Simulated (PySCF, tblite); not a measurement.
C₈H₁₆N₂.
Structure used (GFN2-xTB), in Å, numbered top down from 1:
```xyz
26
C8H16N2 angstrom
C     -1.440    0.396   -1.341
C     -1.444   -0.271    0.034
C     -1.735    0.773    1.112
C     -2.510   -1.367    0.071
C     -0.069   -0.916    0.314
N      1.018    0.023    0.230
C      1.997   -0.031   -0.860
C      3.200    0.730   -0.285
C      2.766    0.872    1.156
N      1.587    0.447    1.370
H     -1.166   -0.318   -2.115
H     -0.732    1.220   -1.358
H     -2.427    0.790   -1.572
H     -0.934    1.506    1.148
H     -1.806    0.302    2.089
H     -2.671    1.286    0.905
H     -2.345   -2.093   -0.723
H     -2.489   -1.892    1.023
H     -3.500   -0.937   -0.060
H     -0.081   -1.340    1.323
H      0.103   -1.729   -0.401
H      2.246   -1.075   -1.097
H      1.586    0.436   -1.757
H      3.326    1.712   -0.748
H      4.142    0.188   -0.377
H      3.357    1.313    1.934
```

Method: PBE0/pcSseg-1 in PySCF (dipole) on a GFN2-xTB geometry, gas phase.

Take the most abundant isotopes and a rigid rotor. The values belong to one conformer with, in the numbering `[CH3:1][C:2]([CH3:3])([CH3:4])[CH2:5][N:6]1[CH2:7][CH2:8][CH:9]=[N:10]1`, C2–C5–N6–C7 -110°, C5–N6–C7–C8 -159°, N6–C7–C8–C9 10°, C7–C8–C9–N10 -5°, C5–N6–N10–C9 158°.

**Question.** What are A, B and C (MHz)?

**Answer.** Ia = 177.60, Ib = 637.53, Ic = 690.75 u·Å²; 505379 MHz·u·Å²/I gives A = 2846, B = 792.7, C = 731.6 MHz.

**Question.** What kind of rotor is it?

**Answer.** A near-prolate asymmetric top: κ = (2 × 792.7 − 2846 − 731.6)/(2846 − 731.6) = -0.94.

**Question.** What does the inertial defect say?

**Answer.** Not planar: Δ = Ic − Ia − Ib = -124.37 u·Å². For a rigid frame Δ = −2 Σ m c², so Σ m c² = 62.19 u·Å² lies off the ab plane: 22.44 from hydrogen and 39.74 from heavier atoms. The atom farthest from that plane is 1.65 Å away.

**Question.** Where do the levels up to J = 3 lie, in MHz?

**Answer.** Above 0(0,0):
J = 1: 1(0,1) 1524, 1(1,1) 3577, 1(1,0) 3638
J = 2: 2(0,2) 4572, 2(1,2) 6565, 2(1,1) 6748, 2(2,1) 12907, 2(2,0) 12908
J = 3: 3(0,3) 9139, 3(1,3) 11046, 3(1,2) 11412, 3(2,2) 17480, 3(2,1) 17487, 3(3,1) 27898, 3(3,0) 27898
The levels of one J sum to (2J + 1)J(J + 1)(A + B + C)/3.

**Question.** Which lines would a microwave search look for?

**Answer.** The dipole components are |μa| = 0.78 D, |μb| = 1.85 D, |μc| = 0.22 D. The squared components, which scale the intensities, stand as 0.18 : 1.00 : 0.01 (a : b : c). Some lines, for components of 0.1 D or more:

```
type  branch         J(Ka,Kc)    MHz  lower level (cm⁻¹)
   a       Q  4(1,3) ← 4(1,4)    611               0.568
   c       Q  5(1,5) ← 5(0,5)   1663               0.761
   c       Q  4(1,4) ← 4(0,4)   1795               0.508
   b       R  5(1,4) ← 4(2,3)   1821               0.786
   b       Q  2(1,1) ← 2(0,2)   2176               0.152
   b       Q  5(1,4) ← 5(0,5)   2579               0.761
   a       R  2(1,1) ← 1(1,0)   3110               0.121
   a       R  3(2,2) ← 2(2,1)   4573               0.431
   a       R  3(2,1) ← 2(2,0)   4578               0.431
   a       R  4(0,4) ← 3(0,3)   6084               0.305
   a       R  4(2,3) ← 3(2,2)   6096               0.583
   b       Q  2(2,1) ← 2(1,2)   6342               0.219
   b       Q  3(2,2) ← 3(1,3)   6434               0.368
   b       R  3(1,3) ← 2(0,2)   6474               0.152
   a       R  5(2,4) ← 4(2,3)   7619               0.786
   a       R  5(2,3) ← 4(2,2)   7645               0.787
   b       R  4(1,4) ← 3(0,3)   7879               0.305
   c       R  2(2,1) ← 1(1,1)   9330               0.119
   b       R  2(2,0) ← 1(1,1)   9331               0.119
   b       Q  5(3,2) ← 5(2,3)  10383               1.042
   b       Q  3(3,0) ← 3(2,1)  10411               0.583
   c       R  3(2,1) ← 2(1,1)  10739               0.225
   b       R  4(2,3) ← 3(1,2)  12164               0.381
   c       R  4(3,2) ← 3(2,2)  16518               0.583
   b       Q  5(5,0) ← 5(4,1)  18748               1.875
   b       R  5(4,1) ← 4(3,2)  22207               1.134
   c       R  5(5,1) ← 4(4,1)  26373               1.620
```

**Question.** Estimate the classical rotational partition function at 10 K, 50 K and 500 K.

**Answer.** Point group C1, symmetry number σ = 1; q = (√π/σ)·√((kT/h)³/(ABC)), k/h = 20836.6 MHz/K: 4150 at 10 K, 46400 at 50 K, 1470000 at 500 K.

Its GFN2-xTB frequencies are all real (lowest 28 cm⁻¹). Constants of a rigid frame at the computed geometry: no zero-point averaging, no centrifugal distortion. A rigid rotor knows nothing of internal rotation, which can split or shift real lines. Quadrupole hyperfine structure (14N) is left out.
